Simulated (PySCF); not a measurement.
## Working out the electron affinity of In

In⁻ [Kr] 4d10 5s2 5p2 (3P) → In [Kr] 4d10 5s2 5p1 (2P). Calculation: PySCF 2.14, in aug-cc-pVTZ-PP with one added diffuse shell each of d, f type with ECP28MDF (6s5p5d3f, 67 functions); a scalar-relativistic core potential. Frozen: 4s2 4p6 4d10. Energies in hartree (1 hartree = 27.21139 eV):

```tsv
part	In⁻ (lower)	In (upper)
UHF	-189.213145	-189.210365
CCSD correlation	-0.052940	-0.041646
(T)	-0.002141	-0.000789
```

**Question.** What does Hartree-Fock give?

**Answer.** (-189.210365) − (-189.213145) = 0.002780 hartree = 0.076 eV.

**Question.** What do CCSD and CCSD(T) give?

**Answer.** The CCSD correlation energies differ by 0.011294 hartree = 0.307 eV and the triples by 0.001352 hartree = 0.037 eV, so CCSD gives 0.383 eV and CCSD(T) 0.420 eV.

Reference: 0.384 eV (measured; photodetachment measurements, as compiled on the Wikipedia data page of electron affinities), between the lowest levels; spin-orbit coupling is absent from the calculation.

What remains against the reference includes basis incompleteness, the frozen core and higher excitations.
